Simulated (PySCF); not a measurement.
A side-by-side comparison of computed properties.

First species: C2H13FN2Si4.
Geometry (GFN2-xTB, Å), atoms numbered from 1 in this order:
```
atom  x, y, z in Å
C1    -2.5838   -2.0250    0.0338
N2    -1.6402   -1.4454   -0.5445
Si3   -1.5719    0.0627   -1.3788
F4    -3.0426    0.7133   -1.5686
N5    -0.6273    1.1850   -0.4735
Si6   -1.4329    2.3512    0.5445
Si7    1.1015    0.9072   -0.4803
C8     1.5254   -0.6886    0.4429
Si9    3.3582   -1.1607    0.4014
H10   -3.6103   -1.6506    0.0786
H11   -2.3976   -2.9760    0.5287
H12   -1.0752   -0.1902   -2.7136
H13   -2.2135    1.6546    1.5761
H14   -0.3806    3.1533    1.1637
H15   -2.3030    3.1787   -0.2898
H16    1.7048    2.0848    0.1468
H17    1.5015    0.8316   -1.8910
H18    0.9305   -1.4982    0.0195
H19    1.2063   -0.5935    1.4818
H20    4.1637   -0.1229    1.0495
H21    3.5601   -2.4263    1.1188
H22    3.8166   -1.3255   -0.9792
```

Second species: C4H5ClF4Si.
SMILES: `FC(F)=C(F)C[SiH2][C@H](F)Cl`

Levels: PBE0/pcSseg-1 for dipole moment, HOMO energy, LUMO energy and HOMO–LUMO gap; GFN2-xTB for rotational constant A and rotational constant C. Geometries: GFN2-xTB. Each species is one conformer at its optimised geometry, gas phase, non-relativistic unless stated; the electronic structure was computed with PySCF and density fitting.

The conformers computed, where there is a choice (atom-mapped SMILES and torsion angles):
- `[CH2:1]=[N:2][Si@@H:3]([F:4])[N:5]([SiH3:6])[SiH2:7][CH2:8][SiH3:9]`: C1–N2–Si3–F4 -8°, N2–Si3–N5–Si6 -98°, Si3–N5–Si7–C8 -67°, N5–Si7–C8–Si9 176°
- `[F:1][C:2]([F:3])=[C:4]([F:5])[CH2:6][SiH2:7][C@H:8]([F:9])[Cl:10]`: C2–C4–C6–Si7 111°, C4–C6–Si7–C8 180°, C6–Si7–C8–F9 -60°

| property | column X | column Y |
| --- | --- | --- |
| dipole moment | 1.78 D | 1.55 D |
| HOMO energy | -7.44 eV | -7.29 eV |
| LUMO energy | -1.20 eV | -0.11 eV |
| HOMO–LUMO gap | 6.24 eV | 7.18 eV |
| rotational constant A | 1.170 GHz | 2.274 GHz |
| rotational constant C | 0.396 GHz | 0.324 GHz |

(1) Which column belongs to which species?

(2) How does each property change from the first species to the second?

## Answers

(1) Column X is the first species and column Y the second. The first has 22 atoms and 104 electrons, the second 15 and 96.

(2) dipole moment -0.23 D; HOMO energy +0.15 eV; LUMO energy +1.09 eV; HOMO–LUMO gap +0.94 eV; rotational constant A +1.104 GHz; rotational constant C -0.072 GHz.

On the first: The dipole matches unit charges of opposite sign 0.37 Å apart (1 e·Å = 4.8032 D).

On the second: The dipole matches unit charges of opposite sign 0.32 Å apart (1 e·Å = 4.8032 D).
